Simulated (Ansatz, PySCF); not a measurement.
Zn(Br)(OSiH3) (BrH3OSiZn), SMILES [Zn]([Br])[O][SiH3].

Geometry: TPSSh-D3(BJ)/def2-SVP. The structure was generated by enumeration; whether it is a known compound was not checked. The values are those of a single conformer.

Vertical ionisation energy (IE) and electron affinity (EA) in eV. Rows of orbital energies are one-electron estimates. Where ΔSCF, EOM or ADC give a negative EA the extra electron is unbound and the value depends on the basis.

```csv
level,IE,EA
"−ε(HOMO), −ε(LUMO), r2SCAN/def2-TZVP (PySCF)",7.38,2.33
"−ε(HOMO), −ε(LUMO), PBE/def2-TZVP (PySCF)",___,___
"ΔSCF, PBE0/def2-SVPD (Ansatz), final states of multiplicity 2 and 2",10.28,0.24
"ΔSCF, PBE/def2-SVPD (Ansatz), final states of multiplicity 2 and 2",9.74,0.39
```

**Question.** Complete the blanks. (The exact figures need the calculation; the answer reports its results.)

**Answer.** 
- −ε(HOMO), −ε(LUMO), PBE/def2-TZVP (PySCF), IE: 7.04
- −ε(HOMO), −ε(LUMO), PBE/def2-TZVP (PySCF), EA: 2.61

**Question.** What vertical singlet–triplet gap does ΔSCF give with PBE0/def2-SVPD (Ansatz, a program for electronic structure) and with PBE/def2-SVPD (Ansatz)? (Estimate from the structure and the level; the computed values follow.)

**Answer.** 5.15 and 4.50 eV (triplet above singlet where positive).
